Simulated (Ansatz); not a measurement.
`[CH3][Al]([OH])[Br]` + H₂S → `[CH3][Al]([OH])[SH]` + HBr at 298.15 K and 1 bar (ligand exchange at the Al–Br bond).

Gas-phase electronic energies from Ansatz, PBE0-D4/def2-TZVP geometries. CCSD(T)/CBS is the MP2 limit (def2-TZVPP, def2-QZVPP) plus CCSD(T) − MP2 in def2-TZVPP, frozen cores. This one scheme is used for every species. For Br outer-core shells are correlated without core-valence functions, which leaves a few kJ/mol of doubt a bond. Scalar relativity is left out up to krypton. Each species was taken in one conformer, which may not be the lowest.

| species | CCSD(T)/CBS energy (Eh) | H − E (kJ/mol) | S (J/(mol·K)) |
| --- | --- | --- | --- |
| `[CH3][Al]([OH])[Br]` | -2931.11374 | 153.4 | 351.4 |
| H₂S | -398.97279 | 49.9 | 205.7 |
| `[CH3][Al]([OH])[SH]` | -756.14636 | 176.6 | 353.8 |
| HBr | -2573.91920 | 24.6 | 198.6 |

H − E and S are ideal-gas, rigid-rotor, harmonic terms from PBE0-D4/def2-TZVP, for one conformer and one mirror image of each species. 1 Eh = 2625.50 kJ/mol, R = 8.31446 J/(mol·K).

Task: By hand: ΔE, ΔH, ΔS and ΔG.

Result: ΔE = (-756.14636) + (-2573.91920) − (-2931.11374) − (-398.97279) = 0.02097 Eh = 55.1 kJ/mol. Δ(H − E) = 176.6 + 24.6 − 153.4 − 49.9 = -2.1, so ΔH = 53.0 kJ/mol. ΔS = 353.8 + 198.6 − 351.4 − 205.7 = -4.7 J/(mol·K). ΔG = 53.0 − 298.15 × (-4.7)/1000 = 54.4 kJ/mol.

Task: By hand: the equilibrium constant, and the temperature at which ΔG would vanish if ΔH and ΔS stayed fixed.

Result: log₁₀ K = −ΔG/(RT ln 10) = -9.5. ΔH and −TΔS have one sign here, so there is no such temperature.

The number of gas molecules stays the same, so ΔS is small and ΔH decides. A doubt of 5 kJ/mol in ΔE shifts log₁₀ K by 0.9 here. Other conformers and mirror images would add mixing entropy, several J/(mol·K) or more a flexible species. Modes under 60 cm⁻¹, often nearly free rotors, make the harmonic entropy too high. These are equilibria of isolated gas molecules and say nothing of rates. Largest T1 diagnostic: 0.011 (customary marks: 0.02 for closed shells, 0.045 for open ones).

ΔS is within the doubt of such terms, so its sign, and with it that verdict, could turn.
